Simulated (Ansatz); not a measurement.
Stepwise reaction of `SB(Cl)Cl` with methanol, as a gas-phase model of exchange steps in deposition or etching. ΔE in kJ/mol.

Gas-phase electronic energies from Ansatz, PBE0-D4/def2-TZVP geometries. CCSD(T)/CBS adds triple-zeta CCSD(T) − MP2 to the extrapolated MP2 energy (def2 sets, frozen cores). This one scheme is used for every species. DFT in def2-TZVPP. B3LYP here is the variant with VWN-RPA as its local correlation; programs differ in this. One conformer a species, not always the lowest.

| step | reaction | PBE-D4 | B3LYP-D4 | ωB97M-V | CCSD(T)/CBS |
| --- | --- | --- | --- | --- | --- |
| 1 | `SB(Cl)Cl` + CH₃OH → `COB(S)Cl` + HCl | -45.6 | -55.4 | -54.6 | -53.6 |

**Question.** Give the row of step 2, `COB(S)Cl` + CH₃OH → `COB(S)OC` + HCl. (Estimate.)

**Answer.** Computed: 
| step | reaction | PBE-D4 | B3LYP-D4 | ωB97M-V | CCSD(T)/CBS |
| --- | --- | --- | --- | --- | --- |
| 2 | `COB(S)Cl` + CH₃OH → `COB(S)OC` + HCl | -33.1 | -41.8 | -41.2 | -40.9 |

**Question.** By hand: ΔE of the 2 steps together at CCSD(T)/CBS.

**Answer.** (-53.6) + (-40.9) = -94.5 kJ/mol, or -47.2 kJ/mol a step.

In ΔE each step is higher than the one before. All are downhill at CCSD(T)/CBS. PBE-D4 differs from CCSD(T)/CBS by 7.8 to 8.0 kJ/mol a step. Isolated molecules leave out the surface, adducts and barriers. Largest T1 diagnostic: 0.012.
